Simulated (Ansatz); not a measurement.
Reaction (silylene formation by 1,1-elimination): `N[SiH](O)[SiH2]F` → `N[SiH2]F` + `O[SiH]`

Program: Ansatz. Geometries: PBE0-D4/def2-TZVP. ΔE: electronic, gas phase. CCSD(T)/CBS is the MP2 limit (def2-TZVPP, def2-QZVPP) plus CCSD(T) − MP2 in def2-TZVPP, frozen cores. This one scheme is used for every species. Functionals use def2-TZVPP. B3LYP here is the variant with VWN-RPA as its local correlation; programs differ in this. One conformer a species, not always the lowest.

`N[SiH](O)[SiH2]F`:

```xyz
11

N     0.012    0.362    1.794
Si    0.458   -0.551    0.420
O    -0.290   -2.001    0.162
Si    0.003    0.824   -1.436
F    -0.902   -0.034   -2.464
H     0.322    0.108    2.718
H    -0.839    0.898    1.826
H     1.885   -0.900    0.616
H    -1.065   -2.010   -0.402
H     1.212    1.280   -2.172
H    -0.796    2.025   -1.063
```

`N[SiH2]F`:

```xyz
7

N    -0.725   -0.757   -0.001
Si    0.362    0.544    0.032
F     1.875    0.162   -0.341
H    -1.088   -1.125   -0.864
H    -0.769   -1.433    0.743
H     0.409    1.075    1.412
H    -0.066    1.534   -0.980
```

`O[SiH]`:

Cartesian coordinates in Å:
```
O -0.205 0.715 -0.226
Si 0.411 -0.640 0.503
H 0.067 1.540 0.184
H -0.274 -1.615 -0.460
```

```
             level  ΔE (kJ/mol)  difference from CCSD(T)/CBS
         r2SCAN-D4        178.6                         19.6
           PBE0-D4        177.4                         18.4
          B3LYP-D4        156.8                         -2.2
           ωB97M-V        149.5                         -9.5
              PBE0        168.7                          9.7
    MP2/def2-TZVPP        161.7                          2.7
   CCSD/def2-TZVPP        149.0                        -10.0
CCSD(T)/def2-TZVPP        151.5                         -7.5
SCS-MP2/def2-QZVPP        156.3                         -2.7
      HF/CBS(def2)        140.5                        -18.5
       CCSD(T)/CBS        159.0                            0
```

Largest T1 diagnostic among the species: 0.016.

The D4 term adds +15.5 kJ/mol with B3LYP and +8.6 kJ/mol with PBE0; it sums over pairs of atoms, weighted by their polarisabilities, and B3LYP, whose exchange is more repulsive, gets the larger term. In def2-TZVPP, CCSD(T) changes the Hartree–Fock value by +10.4 kJ/mol (the triples alone add +2.6 kJ/mol) and MP2 by +20.6 kJ/mol.
